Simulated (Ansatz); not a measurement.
C₁₀H₁₉NSi⁺, that is Si(vinyl)3(NEt2) with one electron fewer, relaxed as a doublet with UKS r2SCAN-D4/def2-SVP in Ansatz, starting from the r2SCAN-D4/def2-SVP geometry of the neutral singlet. Force threshold 0.03 eV/Å.

Start:

Cartesian coordinates in Å:
```
Si 0.903 0.281 -0.123
C 1.369 0.734 -1.880
C 1.993 1.873 -2.221
H 1.174 0.003 -2.680
H 2.234 2.643 -1.478
H 2.290 2.092 -3.254
C 1.244 1.731 1.018
C 1.910 1.642 2.181
H 0.824 2.712 0.746
H 2.341 0.693 2.526
H 2.049 2.502 2.849
C 1.956 -1.174 0.434
C 1.471 -2.418 0.572
H 3.031 -1.018 0.617
H 0.408 -2.633 0.398
H 2.099 -3.269 0.864
N -0.788 -0.143 -0.089
C -1.434 -0.417 1.190
C -2.290 0.736 1.710
C -1.631 -0.270 -1.268
C -1.738 -1.700 -1.796
H -0.655 -0.654 1.937
H -2.052 -1.335 1.110
H -1.669 1.630 1.875
H -3.086 1.003 0.995
H -2.775 0.469 2.663
H -2.643 0.117 -1.040
H -1.242 0.387 -2.065
H -0.750 -2.075 -2.111
H -2.122 -2.384 -1.021
H -2.420 -1.758 -2.660
```

| step | energy (eV) | largest force component (eV/Å) | SCF passes |
| --- | --- | --- | --- |
| 1 | -20019.8994 | 2.250 | 27 |
| 2 | -20020.0500 | 1.080 | 32 |
| 3 | -20020.1446 | 0.918 | 32 |
| 4 (rejected) | -20020.1255 | 0.597 | 31 |
| 5 | -20020.2083 | 0.261 | 30 |
| 6 | -20020.2111 | 0.371 | 26 |
| 7 | -20020.2179 | 0.104 | 27 |
| 8 | -20020.2199 | 0.034 | 25 |
| 9 | -20020.2215 | 0.082 | 25 |
| 10 | -20020.2225 | 0.069 | 24 |
| 11 | -20020.2230 | 0.021 | 19 |

Force components are those of the run's own axes.

End:

```xyz
31

Si    1.021    0.268   -0.163
C     1.345    0.704   -1.931
C     1.823    1.905   -2.304
H     1.228   -0.067   -2.706
H     2.005    2.714   -1.586
H     2.070    2.129   -3.349
C     1.222    1.697    1.007
C     1.816    1.568    2.208
H     0.866    2.691    0.701
H     2.199    0.606    2.570
H     1.960    2.427    2.875
C     1.883   -1.273    0.420
C     1.345   -2.484    0.641
H     2.972   -1.166    0.546
H     0.274   -2.689    0.529
H     1.962   -3.337    0.947
N    -0.798   -0.148   -0.052
C    -1.410   -0.384    1.240
C    -2.214    0.833    1.726
C    -1.643   -0.258   -1.222
C    -1.507   -1.658   -1.851
H    -0.617   -0.625    1.965
H    -2.083   -1.257    1.143
H    -1.556    1.702    1.862
H    -3.024    1.094    1.030
H    -2.664    0.579    2.697
H    -2.691   -0.072   -0.936
H    -1.325    0.505   -1.953
H    -0.469   -1.872   -2.145
H    -1.850   -2.440   -1.157
H    -2.138   -1.692   -2.751
```

By distances, no bond broke or formed. The bond that changes most is Si1–N17, from 1.74 to 1.87 Å (atoms count from 1).

No frequencies were taken in this run, so the end may be a saddle point.

Run time 40 s (2 threads of AMD EPYC 7R13 on a shared host and a share (18 GiB) of an NVIDIA H100 80GB HBM3), peak host memory 0.97 GiB.
